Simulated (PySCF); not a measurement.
A PySCF script (with the pyscf-properties extension) for the NMR shieldings of `C/N=C\c1ccncc1C`, C$_{8}$H$_{10}$N$_{2}$, on a PBE0-D3(BJ)/def2-SVP geometry:

```python
import basis_set_exchange as bse
import numpy as np
from pyscf import gto, dft
from pyscf.prop import nmr

atoms = """
C     2.783669   -0.344220   -0.048058
N     1.998219   -1.056521    0.920899
C     0.761190   -0.828808    1.081623
C    -0.096338    0.185443    0.410659
C     0.234343    1.543463    0.417930
C    -0.626791    2.454778   -0.188497
N    -1.759928    2.097515   -0.783973
C    -2.074575    0.806888   -0.785656
C    -1.299878   -0.203781   -0.204847
C    -1.738849   -1.635941   -0.250731
H     3.516182    0.288599    0.480517
H     2.218781    0.289022   -0.755510
H     3.375932   -1.075535   -0.620775
H     0.237608   -1.465388    1.815868
H     1.147572    1.889148    0.907182
H    -0.385705    3.523985   -0.189702
H    -3.014149    0.536146   -1.284201
H    -2.646442   -1.749368   -0.859790
H    -1.963046   -2.020504    0.757834
H    -0.957751   -2.285382   -0.674554
"""
names = dict.fromkeys(["C", "N", "H"], "pcSseg-1")
basis = {el: gto.basis.parse(bse.get_basis(n, elements=[el], fmt="nwchem")) for el, n in names.items()}
mol = gto.M(atom=atoms, basis=basis, charge=0, verbose=0)
mf = dft.RKS(mol, xc="PBE0")
mf.grids.level = 2
mf.grids.alignment = dft.numint.BLKSIZE   # the property module wants whole blocks of grid points
mf.conv_tol = 1e-9
mf.kernel()

calc = nmr.RKS(mf)   # GIAO
C = mf.mo_coeff
Co = C[:, mf.mo_occ > 0]
resp = mf.gen_response(singlet=True, hermi=2)
def vind(x):   # induced exchange potential for any number of trial vectors
    d = np.einsum("pi,xij,qj->xpq", C, 2 * x.reshape(-1, C.shape[1], Co.shape[1]), Co, optimize=True)
    return np.einsum("xpq,pi,qj->xij", resp(d - d.transpose(0, 2, 1)), C, Co, optimize=True).ravel()
mo1, _ = nmr.rhf.solve_mo1(calc, with_cphf=vind)
sigma = calc.kernel(mo1)
for i, s in enumerate(sigma):   # ppm
    w = np.linalg.eigvalsh((s + s.T) / 2)
    print("%2d %-2s iso %8.1f  s11 %8.1f  s22 %8.1f  s33 %8.1f" % (i, mol.atom_pure_symbol(i), w.mean(), *w))
```

**Question.** What are the results?

**Answer.** 
```
 0 C  iso    141.6  s11    119.9  s22    132.7  s33    172.0
 1 N  iso   -129.3  s11   -522.8  s22   -147.5  s33    282.5
 2 C  iso     18.7  s11    -88.8  s22     33.6  s33    111.3
 3 C  iso     40.9  s11    -62.6  s22     22.1  s33    163.2
 4 C  iso     58.2  s11    -46.5  s22     49.6  s33    171.5
 5 C  iso     31.4  s11    -77.1  s22     26.6  s33    144.6
 6 N  iso   -101.5  s11   -425.4  s22   -175.8  s33    296.6
 7 C  iso     26.6  s11    -80.3  s22     33.3  s33    126.9
 8 C  iso     48.8  s11    -53.2  s22     23.9  s33    175.7
 9 C  iso    166.3  s11    155.3  s22    160.4  s33    183.1
10 H  iso     27.7  s11     24.8  s22     26.2  s33     32.1
11 H  iso     27.9  s11     23.7  s22     28.7  s33     31.2
12 H  iso     27.6  s11     24.6  s22     25.9  s33     32.3
13 H  iso     22.7  s11     19.8  s22     22.1  s33     26.1
14 H  iso     24.5  s11     21.5  s22     22.9  s33     29.0
15 H  iso     22.6  s11     18.8  s22     22.3  s33     26.7
16 H  iso     22.6  s11     18.7  s22     21.3  s33     27.7
17 H  iso     29.1  s11     24.4  s22     27.9  s33     35.1
18 H  iso     28.7  s11     24.3  s22     27.3  s33     34.5
19 H  iso     29.1  s11     23.9  s22     28.6  s33     34.6
```

These numbers come from an equivalent density-fitted implementation of the same equations, which agrees with the script to about 0.01 ppm for H and up to a few tenths of a ppm for heavy atoms, so last digits may differ.

**Question.** Turn these shieldings into chemical shifts. References, each an isolated molecule treated in the same way: TMS for ¹³C (σref 184.41), ¹H (σref 31.27); ¹⁵N (σref 265.67) against NH3.

**Answer.** Averaging equivalent atoms: C 2: 165.7; C 7: 157.8; C 5: 153.0; C 3: 143.5; C 8: 135.6; C 4: 126.2; C 0: 42.8; C 9: 18.1; N 1: 395.0; N 6: 367.2; H 16: 8.71; H 15: 8.68; H 13: 8.60; H 14: 6.78; H 10/11/12: 3.55; H 17/18/19: 2.29 ppm. Experimental scales use liquid or dissolved standards, which lie at an offset from isolated NH3 (liquid NH3: subtract about 20 ppm). Unscaled 15N shifts of sp2 nitrogen come out 20 to 40 ppm too high even then.

Size and cost of the density-fitted run: 220 basis functions, 42 s wall time on 1 thread of an x86-64 server CPU, shared host.
